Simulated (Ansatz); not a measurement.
Stretching the Pb1–H2 bond in BrHPb (SMILES [Br][PbH]) (multiplicity 1 held, fragments rigid). Energies count from the point at 1.861 Å.
Geometry at that point (charge 0, multiplicity 1):
```xyz
3

Pb    -0.44368    -0.36614     0.53136
H     -1.64098    -0.96492    -0.76103
Br     1.08635     0.88538    -1.22315
```

Restricted levels (R-, RO-) in cc, def2 and unpolarised 6-31G sets keep to the state of the molecule at rest. U- levels take the lowest unrestricted solution at each point, which mixes spins at long bonds. Active spaces are followed from a long bond inwards. Levels need not reach the same state.

Cores are frozen in the correlated methods. Filled d and f shells under p-block atoms count as core.

The values were computed with Ansatz (an electronic-structure program) with Gaussian orbitals. Values without a source in brackets are computed. In def2 rows elements past Kr take small-core potentials, without spin–orbit coupling.

Energies in kcal/mol.

```json
[
 {"R (Å)": "1.489", "R-HF/def2-SVP": "24.6", "U-CCSD/def2-SVP": "26.5", "U-CCSD(T)/def2-SVP": "26.7", "CASSCF(2,2)/def2-SVP": "27.9", "FIC-NEVPT4(SD) on CASSCF(2,2)/def2-SVP": "26.9", "FIC-MRCISD+Q on CASSCF(2,2)/def2-SVP": "26.6"},
 {"R (Å)": "1.675", "R-HF/def2-SVP": "4.2", "U-CCSD/def2-SVP": "5.2", "U-CCSD(T)/def2-SVP": "5.3", "CASSCF(2,2)/def2-SVP": "5.9", "FIC-NEVPT4(SD) on CASSCF(2,2)/def2-SVP": "5.4", "FIC-MRCISD+Q on CASSCF(2,2)/def2-SVP": "5.2"},
 {"R (Å)": "1.861", "R-HF/def2-SVP": "0.0", "U-CCSD/def2-SVP": "0.0", "U-CCSD(T)/def2-SVP": "0.0", "CASSCF(2,2)/def2-SVP": "0.0", "FIC-NEVPT4(SD) on CASSCF(2,2)/def2-SVP": "0.0", "FIC-MRCISD+Q on CASSCF(2,2)/def2-SVP": "0.0"},
 {"R (Å)": "2.047", "R-HF/def2-SVP": "4.0", "U-CCSD/def2-SVP": "2.8", "U-CCSD(T)/def2-SVP": "2.6", "CASSCF(2,2)/def2-SVP": "2.0", "FIC-NEVPT4(SD) on CASSCF(2,2)/def2-SVP": "2.6", "FIC-MRCISD+Q on CASSCF(2,2)/def2-SVP": "2.7"},
 {"R (Å)": "2.233", "R-HF/def2-SVP": "12.0", "U-CCSD/def2-SVP": "9.3", "U-CCSD(T)/def2-SVP": "9.0", "CASSCF(2,2)/def2-SVP": "7.6", "FIC-NEVPT4(SD) on CASSCF(2,2)/def2-SVP": "8.8", "FIC-MRCISD+Q on CASSCF(2,2)/def2-SVP": "9.1"},
 {"R (Å)": "2.512", "R-HF/def2-SVP": "26.8", "U-CCSD/def2-SVP": "21.8", "U-CCSD(T)/def2-SVP": "20.9", "CASSCF(2,2)/def2-SVP": "18.3", "FIC-NEVPT4(SD) on CASSCF(2,2)/def2-SVP": "20.3", "FIC-MRCISD+Q on CASSCF(2,2)/def2-SVP": "20.6"},
 {"R (Å)": "2.791", "R-HF/def2-SVP": "42.2", "U-CCSD/def2-SVP": "33.7", "U-CCSD(T)/def2-SVP": "32.4", "CASSCF(2,2)/def2-SVP": "28.5", "FIC-NEVPT4(SD) on CASSCF(2,2)/def2-SVP": "31.0", "FIC-MRCISD+Q on CASSCF(2,2)/def2-SVP": "31.5"},
 {"R (Å)": "3.256", "R-HF/def2-SVP": "65.4", "U-CCSD/def2-SVP": "47.4", "U-CCSD(T)/def2-SVP": "46.4", "CASSCF(2,2)/def2-SVP": "40.7", "FIC-NEVPT4(SD) on CASSCF(2,2)/def2-SVP": "43.9", "FIC-MRCISD+Q on CASSCF(2,2)/def2-SVP": "44.4"},
 {"R (Å)": "3.721", "R-HF/def2-SVP": "84.4", "U-CCSD/def2-SVP": "52.5", "U-CCSD(T)/def2-SVP": "52.5", "CASSCF(2,2)/def2-SVP": "46.7", "FIC-NEVPT4(SD) on CASSCF(2,2)/def2-SVP": "50.4", "FIC-MRCISD+Q on CASSCF(2,2)/def2-SVP": "50.9"},
 {"R (Å)": "4.280", "R-HF/def2-SVP": "102.1", "U-CCSD/def2-SVP": "53.9", "U-CCSD(T)/def2-SVP": "54.1", "CASSCF(2,2)/def2-SVP": "49.3", "FIC-NEVPT4(SD) on CASSCF(2,2)/def2-SVP": "53.2", "FIC-MRCISD+Q on CASSCF(2,2)/def2-SVP": "53.8"},
 {"R (Å)": "5.024", "R-HF/def2-SVP": "118.6", "U-CCSD/def2-SVP": "54.2", "U-CCSD(T)/def2-SVP": "54.4", "CASSCF(2,2)/def2-SVP": "50.1", "FIC-NEVPT4(SD) on CASSCF(2,2)/def2-SVP": "54.1", "FIC-MRCISD+Q on CASSCF(2,2)/def2-SVP": "54.7"},
 {"R (Å)": "5.954", "R-HF/def2-SVP": "130.9", "U-CCSD/def2-SVP": "54.2", "U-CCSD(T)/def2-SVP": "54.5", "CASSCF(2,2)/def2-SVP": "50.3", "FIC-NEVPT4(SD) on CASSCF(2,2)/def2-SVP": "54.3", "FIC-MRCISD+Q on CASSCF(2,2)/def2-SVP": "54.9"}
]
```

Doubts at one or more of the structures used: a restricted determinant that unrestricted orbitals would lower (R-HF/def2-SVP); a spin-contaminated determinant (U-CCSD/def2-SVP, U-CCSD(T)/def2-SVP); T1 above 0.05 (U-CCSD/def2-SVP, U-CCSD(T)/def2-SVP).
